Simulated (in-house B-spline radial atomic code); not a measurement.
Orbital energies and mean radii along the 18-electron series, configuration [Ne] 3s2 3p6. The effective charge is n√(-2ε), a non-relativistic measure. Computed with a radial B-spline atomic code at the basis-set limit: non-relativistic Hartree-Fock, average of the configuration, point nuclei.

This level leaves out relativity, spin-orbit splitting included, which matters for heavy ions.

```csv
ion,Z,energy of 1s (Eh),mean radius of 1s (bohr),energy of 3s (Eh),mean radius of 3s (bohr),energy of 2p (Eh),mean radius of 2p (bohr),effective charge of 1s
Ge14+,32,-422.39,0.047854,-21.591,0.56088,-63.529,0.18362,29.065
As15+,33,-451.61,0.046379,-23.892,0.53815,-69.284,0.17713,30.054
Se16+,34,-481.84,0.044992,-26.305,0.51721,-75.29,0.17109,31.043
Br17+,35,-513.06,0.043686,-28.83,0.49786,-81.547,0.16544,32.033
Kr18+,36,-545.29,0.042453,-31.466,0.47992,-88.055,0.16015,33.024
Rb19+,37,-578.52,0.041287,-34.213,0.46325,-94.814,0.15519,34.015
Sr20+,38,-612.74,0.040184,-37.073,0.44771,-101.82,0.15053,35.007
Zr22+,40,-684.2,0.038144,-43.126,0.41959,-116.59,0.142,36.992
Nb23+,41,?,?,?,?,?,?,?
Mo24+,42,-759.66,0.036302,-49.624,0.39482,-132.37,0.13437,38.978
Tc25+,43,-798.89,0.035446,-53.041,0.38351,-140.63,0.13086,39.972
Ru26+,44,?,?,?,?,?,?,?
Rh27+,45,-880.36,0.033849,-60.207,0.36274,-157.9,0.12436,41.961
Pd28+,46,-922.59,0.033103,-63.958,0.35318,-166.92,0.12135,42.955
Ag29+,47,-965.82,0.032389,-67.819,0.34412,-176.18,0.11847,43.95
Cd30+,48,-1010.05,0.031706,-71.792,0.33551,-185.7,0.11574,44.946
In31+,49,?,?,?,?,?,?,?
Sn32+,50,-1101.52,0.030422,-80.071,0.31953,-205.47,0.11062,46.937
Sb33+,51,-1148.75,0.029818,-84.378,0.31211,-215.74,0.10823,47.932
Te34+,52,-1196.99,0.029237,-88.796,0.30502,-226.25,0.10594,48.928
I35+,53,-1246.22,0.028679,-93.325,0.29824,-237.02,0.10374,49.924
```

**Question.** Fill in the row of Nb23+.

**Answer.** energy of 1s (Eh): -721.43; mean radius of 1s (bohr): 0.0372; energy of 3s (Eh): -46.319; mean radius of 3s (bohr): 0.40682; energy of 2p (Eh): -124.36; mean radius of 2p (bohr): 0.13808; effective charge of 1s: 37.985.

**Question.** Fill in the row of Ru26+.

**Answer.** energy of 1s (Eh): -839.12; mean radius of 1s (bohr): 0.034629; energy of 3s (Eh): -56.568; mean radius of 3s (bohr): 0.37283; energy of 2p (Eh): -149.14; mean radius of 2p (bohr): 0.12753; effective charge of 1s: 40.966.

**Question.** Fill in the row of In31+.

**Answer.** energy of 1s (Eh): -1055.28; mean radius of 1s (bohr): 0.03105; energy of 3s (Eh): -75.876; mean radius of 3s (bohr): 0.32733; energy of 2p (Eh): -195.46; mean radius of 2p (bohr): 0.11312; effective charge of 1s: 45.941.

**Question.** How does the screening of 1s change?

**Answer.** Z less the effective charge goes from 2.93 at Z = 32 to 3.08 at Z = 53.
